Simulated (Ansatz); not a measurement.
RuO₂⁺. Total charge 1; quartet. Geometry PBE0-D4/def2-TZVP; atoms count from 1.

```xyz
3

Ru    0.192    0.345    0.504
O     0.029   -1.309    0.477
O    -0.221    0.964   -0.982
```

In the def2 sets Ru takes a core potential; there is no spin–orbit coupling. At PBE0-D4/def2-TZVP a doublet of charge 1 lies 0.32 eV below the quartet, each at its own geometry. The structure comes from a short search, and lower isomers may exist.

Question: Estimate the Mulliken populations from the PBE0/def2-TZVP orbitals of Ansatz.

Answer: 
| atom | charge (e) | spin (α − β) | d electrons |
| --- | --- | --- | --- |
| Ru1 | 1.52 | 1.77 | 6.16 |
| O2 | -0.26 | 0.61 | – |
| O3 | -0.26 | 0.61 | – |
Mulliken values depend strongly on the basis.

Question: Where does the spin sit?

Answer: Summed by element: Ru 1.77, O 1.23, of 3 unpaired in all. Largest on single atoms: Ru1 1.77, O2 0.61, O3 0.61.

Question: And the Mayer bond orders between heavy atoms (over 0.3)?

Answer: Ru1–O2 1.88 (1.66 Å); Ru1–O3 1.88 (1.66 Å).
